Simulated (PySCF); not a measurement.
## Steps of a relaxation of TaO2(H2O)3

TaO2(H2O)3 (doublet). PySCF 2.14.0, UKS PBE0, Ta def2-SVP with ECP60, O def2-SVP, H def2-SVP; non-relativistic Hamiltonian with scalar-relativistic core potentials where named; density fitting; no spin-orbit coupling. Origin of the start: template. Columns: position (Å) and force (eV/Å). Energies are counted from the last step; some of the 10 steps are shown. Forces carry noise of the integration grid, about 0.01 to 0.03 eV/Å.

Run from Python with OMP_NUM_THREADS=4. Where DIIS fails, smearing, a level shift and second-order steps follow.
It took 72 s on 4 threads of AMD EPYC 7R43 64-Core Processor (Zen 3) (shared host), from the converged density of the start.

```xyz
12
step 0  E = 6.998 eV
Ta    0.0000    0.0000    0.0000    -3.05   -0.36    0.00
O     0.0000    0.0000    1.5540     0.42   -0.02   27.29
O     0.0000    0.0000   -1.5540     0.42   -0.02  -27.29
O     2.1000    0.0000    0.0000     2.16    0.09    0.00
H     2.6900   -0.7700    0.0000     0.11   -0.51    0.00
H     2.6900    0.7700    0.0000     0.28    0.60    0.00
O    -1.0500    1.8187    0.0000    -0.76    1.45    0.00
H    -0.6782    2.7146    0.0000     0.54    0.52    0.00
H    -2.0118    1.9446    0.0000     0.09   -0.58    0.00
O    -1.0500   -1.8187    0.0000    -0.85   -1.40    0.00
H    -2.0118   -1.9446    0.0000     0.06    0.58    0.00
H    -0.6782   -2.7146    0.0000     0.57   -0.36    0.00
```

```xyz
12
step 3  E = 0.083 eV
Ta    0.0000    0.0000    0.0000    -0.95    0.24    0.00
O     0.0000    0.0000    1.8453     0.49   -0.14    0.06
O     0.0000    0.0000   -1.8453     0.49   -0.14   -0.07
O     2.2344    0.0000    0.0000     0.79    0.20    0.00
H     2.7857   -0.7876    0.0000     0.19    0.07    0.00
H     2.7857    0.7875    0.0000     0.28   -0.07    0.00
O    -1.1172    1.9351    0.0000    -0.40   -0.27    0.00
H    -0.7108    2.8062    0.0000    -0.06   -0.03    0.00
H    -2.0748    2.0187    0.0000    -0.03    0.21    0.00
O    -1.1172   -1.9350    0.0000    -0.68    0.17    0.00
H    -2.0749   -2.0187    0.0000    -0.07   -0.28    0.00
H    -0.7108   -2.8062    0.0000    -0.05    0.03    0.00
```

```xyz
12
step 6  E = 0.002 eV
Ta    0.0000    0.0000    0.0000    -0.91    0.25    0.00
O     0.0000    0.0000    1.8499     0.44   -0.13   -0.28
O     0.0000    0.0000   -1.8499     0.44   -0.13    0.28
O     2.3145    0.0000    0.0000     0.45    0.16    0.00
H     2.8825   -0.7772    0.0000     0.03    0.00    0.00
H     2.8825    0.7772    0.0000     0.10    0.00    0.00
O    -1.1572    2.0044    0.0000    -0.22   -0.40    0.00
H    -0.7681    2.8849    0.0000     0.08   -0.13    0.00
H    -2.1143    2.1077    0.0000     0.00    0.01    0.00
O    -1.1573   -2.0044    0.0000    -0.45    0.31    0.00
H    -2.1143   -2.1077    0.0000    -0.04   -0.07    0.00
H    -0.7682   -2.8849    0.0000     0.08    0.13    0.00
```

Task: Where does the relaxation end?

Result: It converges at step 9 in D3h:
```xyz
12
step 9  E = 0
Ta    0.0000    0.0000    0.0000
O     0.0000    0.0000    1.8434
O     0.0000    0.0000   -1.8434
O     2.3203    0.0000    0.0000
H     2.8873   -0.7777    0.0000
H     2.8873    0.7776    0.0000
O    -1.1602    2.0095    0.0000
H    -0.7702    2.8893    0.0000
H    -2.1171    2.1117    0.0000
O    -1.1602   -2.0095    0.0000
H    -2.1171   -2.1116    0.0000
H    -0.7702   -2.8893    0.0000
```

Task: How did the contacts change?

Result: 
| contact | start (Å) | end (Å) |
| --- | --- | --- |
| Ta1–O2 (O) | 1.554 | 1.843 |
| Ta1–O3 (O) | 1.554 | 1.843 |
| Ta1–O4 (H2O) | 2.100 | 2.320 |
| Ta1–O7 (H2O) | 2.100 | 2.320 |
| Ta1–O10 (H2O) | 2.100 | 2.320 |


No frequency check is given that shows the relaxed geometry to be a minimum. Open shells may have lower solutions than the one found.
